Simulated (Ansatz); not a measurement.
Basis sets compared for `c1csc(-c2cnc(-c3cnc(-c4cnc(-c5cncs5)s4)s3)s2)n1`. Total charge 0; singlet. Geometry r2SCAN-D4/def2-SVP. Ansatz on 2 threads of AMD EPYC 7R13 on a shared host and a share (18 GiB) of an NVIDIA H100 80GB HBM3; times are rough, and most runs start from earlier orbitals.

```xyz
32

C     1.595    5.669   -5.785
C     2.484    6.076   -4.814
S     2.365    5.039   -3.445
C     1.116    4.125   -4.284
C     0.465    2.979   -3.699
C    -0.530    2.204   -4.286
N    -0.998    1.174   -3.552
C    -0.400    1.101   -2.380
C    -0.706    0.098   -1.398
C    -1.650   -0.919   -1.525
N    -1.773   -1.754   -0.476
C    -0.948   -1.435    0.501
C    -0.871   -2.161    1.739
C    -1.629   -3.275    2.089
N    -1.390   -3.800    3.308
C    -0.455   -3.133    3.950
C     0.000   -3.476    5.274
C    -0.457   -4.529    6.058
N     0.125   -4.654    7.278
C     1.023   -3.728    7.467
S     1.230   -2.613    6.144
S     0.204   -1.771    3.048
S     0.061   -0.032    0.156
S     0.816    2.349   -2.118
N     0.837    4.583   -5.483
H     1.474    6.161   -6.753
H     3.183    6.911   -4.835
H    -0.920    2.407   -5.286
H    -2.263   -1.043   -2.421
H    -2.379   -3.710    1.424
H    -1.235   -5.221    5.729
H     1.626   -3.622    8.373
```

Single mean-field runs in def2-SVP, def2-TZVP are fitted with def2-universal-jkfit.

Binding counts from free atoms (C triplet, S triplet, N quartet, H doublet) in the same basis, without a counterpoise term.

```
           level  functions  energy (Eh)  HOMO (eV)  LUMO (eV)  binding per atom (eV)  wall time
 PBE-D4/def2-SVP        405   -2837.5222      -5.20      -3.43                   5.47      2.5 s
PBE0-D4/def2-SVP        405   -2837.6769      -6.03      -2.92                   5.26      2.7 s
```

Task: Estimate the rows for PBE-D4/def2-TZVP, PBE0-D4/def2-TZVP (with forces).

Result: 
| level | functions | energy (Eh) | HOMO (eV) | LUMO (eV) | binding per atom (eV) | wall time |
| --- | --- | --- | --- | --- | --- | --- |
| PBE-D4/def2-TZVP | 847 | -2839.1346 | -5.23 | -3.52 | 5.40 | 4.1 s |
| PBE0-D4/def2-TZVP (with forces) | 847 | -2839.2829 | -5.98 | -2.95 | 5.19 | 8.5 s |
